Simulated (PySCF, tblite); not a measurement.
Species: C5H9F3OP2.
Bonds: O1–P2 (double), P2–C3, C3–F4, C3–F5, C3–F6, P2–C7, C7–C8, C8–P9, P9–C10, C10–C11, P2–C11. Hydrogens: H12, H13 on C7; H14, H15 on C8; H16 on P9; H17, H18 on C10; H19, H20 on C11.

Structure optimised with GFN2-xTB, isolated species.

**Question.** List the bond lengths, angles and torsions at this level.

**Answer.** 
```
               bond  length (Å)   order
              O1=P2       1.459  double
              P2–C3       1.893  single
C3–F4, C3–F5, C3–F6       1.338  single
      P2–C7, P2–C11       1.827  single
     C7–C8, C10–C11       1.522  single
      C8–P9, P9–C10       1.863  single
    C7–H12, C11–H19       1.096  single
    C7–H13, C11–H20       1.097  single
    C8–H14, C10–H17       1.093  single
    C8–H15, C10–H18       1.095  single
             P9–H16       1.405  single
```

Bonds in one row agree within 0.01 Å and their mean is given. Orders are formal, as drawn. A selection of angles:
```
     angle  degrees
  O1–P2–C3    108.9
  O1–P2–C7    115.0
  C3–P2–C7    103.7
 C7–P2–C11    109.5
  P2–C3–F4    108.9
  P2–C3–F6    117.2
  F4–C3–F5    108.0
  P2–C7–C8    115.4
 P2–C7–H12    104.5
 P2–C7–H13    106.5
 C8–C7–H12    111.2
 C8–C7–H13    111.6
H12–C7–H13    107.0
  C7–C8–P9    115.4
 C7–C8–H14    111.3
 C7–C8–H15    109.2
 P9–C8–H14    107.0
 P9–C8–H15    106.7
H14–C8–H15    106.7
 C8–P9–C10     99.6
 C8–P9–H16     95.0
P2–C11–H19    104.6
P2–C11–H20    106.5
```

Dihedral angles: O1–P2–C3–F4 -59° (synclinal); O1–P2–C7–C8 172° (antiperiplanar); P2–C7–C8–P9 -57° (synclinal); C7–C8–P9–C10 61° (synclinal); C8–P9–C10–C11 -61° (synclinal); P9–C10–C11–P2 57° (synclinal); O1–P2–C11–C10 -172° (antiperiplanar).

Of the pairs four or more bonds apart, F6···H17 is among the closest relative to their van der Waals radii: 2.49 Å, 93 % of the sum of Bondi's values. The 6-membered ring P2–C7–C8–P9–C10–C11 has internal angles of 99.6° to 115.5° (sum 671°, against 720° for a flat polygon); it is puckered, 0.26 Å rms from its mean plane, widest ring torsion 61°. The C–P distances run from 1.827 Å (P2–C7, drawn single) to 1.893 Å (P2–C3, drawn single), a spread of 0.066 Å. P2 (phosphoryl phosphorus) is distorted tetrahedral (angles from 103.4° to 115.1°). P9 (phosphine phosphorus) is pyramidal (angles 99.6°, 95.0° and 95.0°, sum 289.6°, 0.85 Å off the plane of its three neighbours).

Point group: Cs (every atom within 0.08 Å of its image). Its GFN2-xTB frequencies are all real (lowest 31 cm⁻¹). One conformer, not necessarily the lowest. 3 starts were optimised and ended at 0.00, 0.69 and 0.69 kcal/mol (GFN2-xTB); the lowest of these is shown.

The numbers are calculated, not measured.
